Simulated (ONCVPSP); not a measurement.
**Building the ONCV potential for Zn (PBE, scalar-relativistic).**

zinc (Zn), optimised norm-conserving Vanderbilt (ONCV), made with ONCVPSP 4.0.1 (PBE, scalar-relativistic). Core [Ne], reference 3s2 3p6 3d10 4s1 4p1. Waves: 3s+4s: rc 1.00 bohr, ncon 4, nbas 8, qcut 15 1/bohr, 2 projectors; 3p+4p: rc 1.05 bohr, ncon 3, nbas 7, qcut 11.3 1/bohr, 2 projectors; 3d: rc 1.30 bohr, ncon 4, nbas 9, qcut 11.3 1/bohr, 2 projectors, debl 0.5 Ha. Local part: polynomial inside 0.75 bohr (lpopt 5, dvloc0 0 Ha). Core correction: polynomial model core, fcfact 0.4.

All-electron outer shells of the reference configuration (PBE, scalar-relativistic, ld1.x):

| shell | level (eV) | outermost node (bohr) | outermost maximum (bohr) |
| --- | --- | --- | --- |
| 2s | -1160.46 | 0.07 | 0.19 |
| 2p | -1006.17 | – | 0.15 |
| 3s | -131.48 | 0.28 | 0.59 |
| 3p | -85.65 | 0.25 | 0.59 |
| 3d | -12.34 | – | 0.57 |
| 4s | -7.40 | 0.85 | 2.04 |
| 4p | -2.10 | 0.92 | 2.89 |

**Question.** Estimate the cutoffs (Ha) at which the residual kinetic energy of the hardest occupied pseudo-wave falls to 1 and 0.1 mHa per electron.

**Answer.** 69 Ha and 82 Ha.

**Question.** Does the potential have ghost states?

**Answer.** No bound ghost flagged; no localised positive-energy state flagged.

**Question.** Which valence shell sets the plane-wave cutoff?

**Answer.** 3s: 69 Ha for 1 mHa per electron, against 57 Ha for 4s.

Its largest configuration-test error is +3.6 meV (3s2 3p6 3d10 4s0 4p0). 1 of 4 tests not solved or not reliable.
